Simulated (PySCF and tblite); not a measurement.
Values are calculated unless marked as measured or tabulated.
C5H10Cl2, numbered as in [CH3:1][C@@H:2]([Cl:3])[CH2:4][C@H:5]([CH3:6])[Cl:7].

Conformers came from 200 starts (ETKDG and KDG, MMFF94s, GFN2-xTB); geometries are GFN2-xTB. Free energies are PBE0-D3(BJ)/pcSseg-1 single points with GFN2-xTB rigid-rotor and vibrational terms (modes under about 100 cm⁻¹ blended into free rotors). Symmetry numbers and mirror images are counted. Conformers within 2.5 kcal/mol (GFN2-xTB free energy) were kept, 7 at most. GIAO shieldings: PBE0/pcSseg-1. Shifts are against TMS (¹H), TMS (¹³C) at the same level; of two unlike H on one atom, a is the less shielded. Run with PySCF (density fitting) and tblite.

Torsions listed: Cl3–C2–C4–C5, C2–C4–C5–Cl7. Of a mirror pair one member is shown.

```tsv
conformer	shape	symmetry	E(GFN2) kcal/mol	E(DFT) kcal/mol
1	-177°, 57°	C1 (pair)	0.00	0.00
2	63°, 85°	C1 (pair)	0.54	1.17
3	77°, 169°	C1 (pair)	1.49	2.35
4	-140°, 173°	C1 (pair)	2.27	3.77
5	-76°, 76°	Cs	2.07	4.45
```

Q: How much do the weights at 298.15 K and the averaged shift of H4b depend on how the conformers are weighted?

A: 
```json
{"weighting": "DFT energy with thermal terms, symmetry and mirror images (full scheme)", "1 (%)": "91", "2 (%)": "8", "3 (%)": "1", "4 (%)": "0", "5 (%)": "0", "δ (ppm)": "1.71", "rms dipole (D)": "2.45"}
{"weighting": "DFT energy with symmetry and mirror images", "1 (%)": "86", "2 (%)": "12", "3 (%)": "2", "4 (%)": "0", "5 (%)": "0", "δ (ppm)": "1.73", "rms dipole (D)": "2.42"}
{"weighting": "bare DFT energy", "1 (%)": "86", "2 (%)": "12", "3 (%)": "2", "4 (%)": "0", "5 (%)": "0", "δ (ppm)": "1.73", "rms dipole (D)": "2.42"}
{"weighting": "GFN2-xTB energy with symmetry and mirror images", "1 (%)": "66", "2 (%)": "26", "3 (%)": "5", "4 (%)": "1", "5 (%)": "1", "δ (ppm)": "1.81", "rms dipole (D)": "2.32"}
{"weighting": "GFN2-xTB free energy", "1 (%)": "75", "2 (%)": "18", "3 (%)": "3", "4 (%)": "1", "5 (%)": "3", "δ (ppm)": "1.76", "rms dipole (D)": "2.42"}
{"weighting": "leading conformer alone", "1 (%)": "100", "2 (%)": "0", "3 (%)": "0", "4 (%)": "0", "5 (%)": "0", "δ (ppm)": "1.67", "rms dipole (D)": "2.50"}
{"weighting": "equal weights", "1 (%)": "20", "2 (%)": "20", "3 (%)": "20", "4 (%)": "20", "5 (%)": "20", "δ (ppm)": "1.92", "rms dipole (D)": "2.70"}
{"weighting": "full scheme, search stopped after three starts", "1 (%)": "0", "2 (%)": "0", "3 (%)": "84", "4 (%)": "11", "5 (%)": "5", "δ (ppm)": "2.13", "rms dipole (D)": "2.26"}
```

The largest departure from the full scheme, 0.42 ppm, comes with: full scheme, search stopped after three starts.
